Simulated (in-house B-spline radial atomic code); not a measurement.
Configurations of the caesium ion Cs⁵⁺, with energies counted from [Kr] 4d10 5s2 5p2. Computed with a radial B-spline atomic code at the basis-set limit: scalar-relativistic (X2C) PBE0, spin-polarised, spherical fractional occupations, exact exchange averaged over the configuration, Fermi nucleus of rms radius 4.8041 fm. Shells without spins written out take the highest spin.

Occupations are held fixed; configurations that lie above the ionisation limit could autoionise.

```
                    configuration  E - E(ref) (eV)  highest orbital  its <r> (bohr)
                [Kr] 4d10 5s1 5p3           11.751            5p up           1.785
            [Kr] 4d10 5s1 5p2 5d1           34.039            5d up           2.204
            [Kr] 4d10 5s1 5p2 5f1           54.786            5f up           3.325
             [Kr] 4d9 4f1 5s2 5p2           87.333            4f up           1.206
[Ar] 3d9 4s2 4p6 4d10 4f1 5s2 5p2            738.7            4f up           1.155
```

**Question.** Order these further configurations by energy, lowest first.
A. [Kr] 4d9 5s2 5p2 5f1
B. [Ar] 3d9 4s2 4p6 4d10 5s2 5p2 6s1
C. [Kr] 4d10 5s2 5p1 5d1
D. [Ar] 3d10 4s2 4p5 4d10 5s2 5p2 6d1
E. [Ar] 3d9 4s2 4p6 4d10 5s2 5p2 5f1

**Answer.** C (21.885 eV), A (113.79 eV), D (205.88 eV), B (753.77 eV), E (766.16 eV).
